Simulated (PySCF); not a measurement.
**Beryllium: a sound run and one with changed settings**

Sound run: Be²⁺ 1s2, Be³⁺ 1s1. Computed with PySCF 2.14 in jorge-DZP-DKH, with the spin-free X2C one-electron Hamiltonian (Gaussian nucleus). The sound run starts from symmetry-adapted Hartree-Fock orbitals and uses a fine grid where one is needed.

Changed run: radial step 0.8 in ln r (0.13 in the sound run). This setting is unsound on purpose.

```tsv
species	method	sound run (hartree)	changed run (hartree)	converged
Be²⁺	UHF	-13.61293	-13.61293	yes
Be²⁺	M06-2X	-13.66015	-13.67281	yes
Be²⁺	PBE0	-13.63008	-13.63434	yes
Be³⁺	UHF	-7.99554	-7.99554	yes
Be³⁺	M06-2X	-7.99027	-8.00220	yes
Be³⁺	PBE0	-7.98483	-7.98645	yes
```

Ionisation energy of Be²⁺:

```tsv
method	sound run (eV)	changed run (eV)
UHF	152.86	152.86
M06-2X	154.29	154.31
PBE0	153.62	153.69
```

A coarse radial grid mis-integrates the density and the exchange-correlation energy, with errors of either sign; Hartree-Fock needs no grid.

For comparison, NIST gives 153.90 eV between the lowest levels.
